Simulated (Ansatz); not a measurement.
Tuning the range parameter of LC-ωPBE so that −HOMO meets the ionisation energy; basis def2-SVP, Ansatz. System: Sn4H8. Charge 0, multiplicity 1. Geometry: PBE-D4/def2-SVP. The ionised state is a doublet.

Geometry of the singlet:

Cartesian coordinates in Å:
```
Sn -0.0346 0.8891 -1.7325
Sn 0.5319 -1.3814 1.5838
Sn -1.7081 -0.2942 0.2319
Sn 2.5867 0.4622 0.6085
H 0.1369 -1.4050 3.2822
H 0.1556 2.5995 -1.9563
H 1.3964 1.7569 1.0247
H -2.5097 1.0677 0.9569
H 0.1316 0.1623 -3.3080
H 0.5605 -3.0601 1.1085
H -2.9338 -1.1947 -0.6184
H 1.6867 0.3977 -1.1812
```

In the def2 sets Sn takes a core potential; there is no spin–orbit coupling. The structure comes from a short search, and lower isomers may exist.

| ω (1/bohr) | HOMO (eV) | LUMO (eV) | vertical IE (eV) | HOMO + IE (eV) |
| --- | --- | --- | --- | --- |
| 0.1 | -6.70 | -1.59 | 7.62 | 0.91 |
| 0.2 | -7.49 | -0.84 | 7.65 | 0.16 |
| 0.3 | -7.97 | -0.49 | 7.72 | -0.25 |

Problem. Estimate the row for 0.15 bohr⁻¹.

Solution. 
```
ω (1/bohr)  HOMO (eV)  LUMO (eV)  vertical IE (eV)  HOMO + IE (eV)
      0.15      -7.15      -1.15              7.63            0.48
```

Problem. Where does the tuning condition hold?

Solution. Near ω = 0.24 bohr⁻¹, by linear interpolation.
